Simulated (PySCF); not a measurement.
**Field gradients at the hydrogen positions**

C6H13FSi2.
Z-matrix (Å and degrees, GFN2-xTB geometry), rows numbered from 1:
```
C 
Si  1  1.8983
C   2  1.8892  1  108.82
C   3  1.3323  2  123.78  1   108.79
C   4  1.4988  3  123.04  2  -175.55
C   5  1.5400  4  111.05  3    58.53
Si  6  1.9045  5  111.05  4   -53.22
C   3  1.4925  2  117.58  1   -68.66
F   8  1.3925  3  110.59  2     2.15
H   1  1.0856  2  110.91  3    62.16
H   1  1.0856  2  110.88  3  -178.12
H   1  1.0868  2  111.43  3   -58.08
H   2  1.4657  1  110.92  3  -120.74
H   2  1.4702  1  110.33  3   117.22
H   4  1.0800  3  119.60  2     3.03
H   5  1.0919  4  110.16  3  -179.79
H   5  1.0953  4  109.56  3   -61.58
H   6  1.0900  5  109.12  4  -176.53
H   6  1.0908  5  108.41  4    67.92
H   7  1.4663  6  112.86  5  -109.94
H   7  1.4633  6  112.64  5   122.63
H   8  1.0987  3  109.94  2  -113.17
```

Level: PBE0/pcSseg-1 (PySCF, non-relativistic); Q(2H) = 0.00286 b; rigid geometry, the same for H and D, with no vibrational averaging.

Task: Rank these positions by the coupling χzz of a deuteron there, largest first.
A. H22 (methine hydrogen)
B. H17 (methylene hydrogen)
C. H20 (Si–H hydrogen)
D. H15 (vinylic hydrogen)
E. H19 (methylene hydrogen)

Result: D (220 kHz), E (209 kHz), B (201 kHz), A (194 kHz), C (108 kHz).

Task: Tabulate Vzz, the asymmetry η and χzz = 234.96 MHz × Q × Vzz for every hydrogen position.

Result: 
```tsv
atom	bonded to	bond length (Å)	Vzz (au)	η	χzz (kHz)
H10	C1	1.086	0.3235	0.02	217
H11	C1	1.086	0.3268	0.01	220
H12	C1	1.087	0.3242	0.01	218
H13	Si2	1.466	0.1615	0.02	109
H14	Si2	1.470	0.1582	0.02	106
H15	C4	1.080	0.3281	0.07	220
H16	C5	1.092	0.3031	0.02	204
H17	C5	1.095	0.2984	0.01	201
H18	C6	1.090	0.3146	0.03	211
H19	C6	1.091	0.3113	0.03	209
H20	Si7	1.466	0.1602	0.00	108
H21	Si7	1.463	0.1630	0.00	110
H22	C8	1.099	0.2882	0.11	194
```

Task: Average by the element that carries the hydrogen.

Result: on C: 210 kHz over 9 positions, mean bond length 1.089 Å; on Si: 108 kHz over 4 positions, mean bond length 1.466 Å.

Task: How does χzz go with the bond length over the 9 C–H bonds?

Result: A straight-line fit has a slope of -16.0 kHz for each 0.01 Å, with a correlation coefficient of -0.95, over lengths from 1.080 to 1.099 Å. The longer bonds have the smaller couplings here.

Task: Give the 2H NMR doublet splittings at H15 for a magnetic field along the z, y and x axes of the gradient: 3χ/2, 3χ(1 + η)/4, 3χ(1 − η)/4.

Result: With |χ| = 220.5 kHz and η = 0.066: 331, 176 and 154 kHz, to first order and without motion.

Isolated species at its GFN2-xTB geometry (one conformer only). GFN2-xTB bond lengths can be off by several hundredths of an ångström, more for odd bonds, and the gradients follow them. With a basis this small, the couplings can be 20 % off.
